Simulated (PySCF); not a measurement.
Compound: H9P3Si3.
InChI=1S/H9P3Si3/c1-4-2-6-3-5-1/h1-3H,4-6H2

The closed-shell ground state was solved at several levels (PySCF, density fitting, gas phase, non-relativistic). The structure is a single PBE0-D3(BJ)/def2-SVP conformer in the gas phase; no vibrational or solvent corrections.

```json
{"level": "PBE0/pcSseg-1", "basis functions": "189", "total energy (Eh)": "-1897.1719", "HOMO (eV)": "-7.33", "LUMO (eV)": "-0.56", "gap (eV)": "6.77", "dipole (D)": "1.72"}
{"level": "CAM-B3LYP/def2-SVPD", "basis functions": "216", "total energy (Eh)": "-1897.4346", "HOMO (eV)": "-8.37", "LUMO (eV)": "0.41", "gap (eV)": "8.78", "dipole (D)": "1.20"}
```

Question: What might CAM-B3LYP/pcSseg-1 (189 basis functions) give for the same quantities?

Answer: Total energy -1897.9511 Eh, HOMO -8.46 eV, LUMO 0.54 eV, gap 9.00 eV, dipole 1.68 D.

Question: Over all these levels, which gives the widest orbital gap and which the narrowest?

Answer: CAM-B3LYP/pcSseg-1 (range-separated hybrid) has the widest, 9.00 eV, and PBE0/pcSseg-1 (global hybrid, 25 % exact exchange) the narrowest, 6.77 eV. The two share the basis. From the narrowest to the widest the HOMO moves by -1.13 eV and the LUMO by +1.10 eV.

Question: How far do the dipole and the HOMO energy spread over the levels?

Answer: The dipole runs from 1.20 to 1.72 D (mean 1.53 D) and the HOMO from -8.46 to -7.33 eV.
